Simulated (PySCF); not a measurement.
## Distorted geometries of [Pb(H2O)2]2+

[Pb(H2O)2]2+ (singlet). PySCF 2.14.0, RKS B3LYP, Pb def2-SVP with ECP60, O def2-SVP, H def2-SVP; non-relativistic Hamiltonian with scalar-relativistic core potentials where named; density fitting; no spin-orbit coupling. Relaxed geometry:

```xyz
7

Pb   -0.2936    1.4406    0.0132
O     0.1336   -0.2137    1.6619
H     0.6246   -0.0596    2.4963
H    -0.2509   -1.1112    1.7415
O    -0.0363   -0.1966   -1.6758
H     0.4488   -1.0458   -1.6316
H    -0.3324   -0.1028   -2.6055
```

Task: Order these distorted geometries by energy above the relaxed one, lowest first.
A.
```xyz
7

Pb   -0.5203    1.4511    0.0759
O     0.2413   -0.3687    1.4794
H     0.6903   -0.0709    2.5987
H    -0.3922   -1.0366    1.7269
O    -0.1573   -0.2222   -1.4961
H     0.5339   -0.8496   -1.8649
H    -0.1019   -0.1922   -2.5198
```
B.
```xyz
7

Pb   -0.3415    1.4719    0.0421
O     0.1367   -0.2117    1.6290
H     0.5933   -0.1005    2.5115
H    -0.2808   -1.0978    1.7410
O    -0.0271   -0.2077   -1.6836
H     0.5039   -1.0332   -1.6503
H    -0.2905   -0.1102   -2.5897
```
C.
```xyz
7

Pb   -0.2926    1.4499    0.0191
O     0.0882   -0.1910    1.6768
H     0.6488   -0.0421    2.4766
H    -0.2493   -1.1055    1.7478
O     0.0099   -0.2567   -1.6745
H     0.4615   -1.0500   -1.6456
H    -0.3726   -0.0938   -2.6003
```

Result: B (0.06 eV), C (0.18 eV), A (2.27 eV).

Task: Which forces (eV/Å) act in the one that lies 0.18 eV up?

Result: 
```
Pb   0.06 -0.28 -0.20
O    0.36  0.20  0.28
H   -0.25 -0.10 -0.24
H   -0.06 -0.09  0.01
O   -2.75  4.30 -1.03
H    1.87 -3.40 -0.14
H    0.78 -0.63  1.32
```
Forces carry noise of the integration grid, about 0.01 to 0.03 eV/Å.
